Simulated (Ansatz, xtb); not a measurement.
# Relative energy of two isomers of C3H10B2FN

Structure X is `CCCBNBF`, a singlet and structure Y is `CC[C@H](BN)BF`, a singlet. Both are isolated molecules in the gas phase, relaxed with PBE-D3(BJ)/def2-SVP; each stands in its lowest conformer found.

Quicker runs give these differences E(Y) − E(X): GFN2-xTB +24.9 kcal/mol; HF/STO-3G +31.9 kcal/mol (at GFN2-xTB geometries); r2SCAN-D4/def2-SVP +20.6 kcal/mol (at GFN2-xTB geometries).

Task: Estimate E(Y) − E(X) at the level CCSD(T)/def2-SVP + ΔMP2/def2-TZVPP.

Result: Calculated at CCSD(T)/def2-SVP + ΔMP2/def2-TZVPP: E(Y) − E(X) = +20.1 kcal/mol, so structure X lies lower.

Level by level:

```
                             level             geometry  E(Y) − E(X) (kcal/mol)  departure from the last row (kcal/mol)  job, with rough time for the two
                          GFN2-xTB             GFN2-xTB                     +24.9                                    +4.8              optimisation, 0.56 s
                         HF/STO-3G             GFN2-xTB                     +31.9                                   +11.7              single point, 0.38 s
                r2SCAN-D4/def2-SVP             GFN2-xTB                     +20.6                                    +0.5               single point, 4.3 s
               PBE-D3(BJ)/def2-SVP  PBE-D3(BJ)/def2-SVP                     +19.4                                    −0.7                optimisation, 50 s
                       HF/def2-SVP  PBE-D3(BJ)/def2-SVP                     +26.3                                    +6.2           part of the CCSD(T) run
                      MP2/def2-SVP  PBE-D3(BJ)/def2-SVP                     +21.6                                    +1.5           part of the CCSD(T) run
                  CCSD(T)/def2-SVP  PBE-D3(BJ)/def2-SVP                     +21.5                                    +1.3                      single point
CCSD(T)/def2-SVP + ΔMP2/def2-TZVPP  PBE-D3(BJ)/def2-SVP                     +20.1                                                        single point, 99 s
```

As drawn, Y has 1 C–B, 1 N–H in place of 1 B–N, 1 C–H.

The levels shown agree on the order. The largest departure from CCSD(T)/def2-SVP + ΔMP2/def2-TZVPP is that of HF/STO-3G, 11.7 kcal/mol. The last row adds to CCSD(T) the change of the MP2 difference between the two basis sets, here −1.3 kcal/mol.

With thermal terms from frequencies at re-optimised GFN2-xTB minima (ideal gas, soft modes damped towards free rotors, one conformer each, 298.15 K, 1 atm): on the last row, ΔE + ΔZPE = +19.6, ΔH = +19.7, ΔG = +19.8 kcal/mol.

The correlated steps freeze 7 core orbitals. Mirror images aren't counted in ΔG. Run with Ansatz 0.2.0, xtb 6.7.1; the last row on 4 threads of Arm Neoverse V1 on a shared host.
